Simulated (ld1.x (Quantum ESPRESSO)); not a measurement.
P (Z = 15): ultrasoft pseudisation with PBE, scalar-relativistic reference atom.

phosphorus, ultrasoft, made with ld1.x (Quantum ESPRESSO) 7.5 (PBE, scalar-relativistic). Core [Ne], reference 3s2 3p1 (charge +2). Waves: 3s (bound): rcut 0.50, rcutus 0.60 bohr; 3s channel at -1 Ry: rcut 0.50, rcutus 0.60 bohr; 3p (bound): rcut 1.40, rcutus 1.80 bohr; 3p channel at -1.2 Ry: rcut 1.40, rcutus 1.80 bohr. Local part: all-electron potential smoothed inside 1.00 bohr (lloc = -1). Core correction: none. Augmentation charge: PSQ, radius 0.50 bohr.

All-electron outer shells of the reference configuration (PBE, scalar-relativistic, ld1.x):

```json
{"shell": "3s", "level (eV)": "-33.96", "outermost node (bohr)": "0.65", "outermost maximum (bohr)": "1.52"}
{"shell": "3p", "level (eV)": "-24.28", "outermost node (bohr)": "0.63", "outermost maximum (bohr)": "1.68"}
```

(1) Does this generation succeed?

Answers

(1) No. ld1.x (Quantum ESPRESSO) 7.5 stopped with "chargeps: negative rho": the pseudo-density turned negative during the self-consistent test, most likely because a state had been found with a wrong node count and its wave set to zero before. The 3s radius of 0.60 bohr lies inside the outermost node of the all-electron wave at 0.65 bohr. Before that it printed "Warning: n=1, l=0 expected 0 nodes, found 1".
